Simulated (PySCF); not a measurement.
# Aluminium: a sound run and one with changed settings

Sound run: Al⁺ [Ne] 3s2, Al²⁺ [Ne] 3s1. Computed with PySCF 2.14 in def2-TZVP (5s5p2d1f, 37 functions), with the non-relativistic Hamiltonian (point nucleus). In the sound run the correlated levels freeze [Ne]. The sound run starts from symmetry-adapted Hartree-Fock orbitals and uses a fine grid where one is needed.

A second run was set up differently.

```tsv
species	method	sound run (hartree)	changed run (hartree)	converged
Al⁺	UHF	-241.66873	-238.88005	yes
Al⁺	M06-2X	-242.13098	-239.33401	yes
Al⁺	TPSS	-242.15436	-239.30525	yes
Al⁺	MP2	-241.69600	-238.90216	yes
Al⁺	CCSD(T)	-241.70808	-238.91866	yes
Al²⁺	UHF	-241.02454	-238.27935	yes
Al²⁺	M06-2X	-241.43206	-238.67177	yes
Al²⁺	TPSS	-241.46927	-238.65777	yes
```

Ionisation energy of Al⁺:

| method | sound run (eV) | changed run (eV) |
| --- | --- | --- |
| UHF | 17.529 | 16.346 |
| M06-2X | 19.018 | 18.021 |
| TPSS | 18.642 | 17.619 |
| MP2 | 18.271 | 16.948 |
| SCS-MP2 | 18.420 | 17.068 |
| CCSD | 18.600 | 17.397 |
| CCSD(T) | 18.600 | 17.397 |
| CCSDT | 18.600 | 17.397 |
| FCI | 18.600 | 17.397 |

Question: What was changed?
A. radial grid too coarse
B. minimal basis
C. basis contracted for another Hamiltonian
D. angular grid far too coarse

Answer: B. It used basis STO-3G. A minimal basis cannot let orbitals breathe on ionisation and holds almost no correlation.
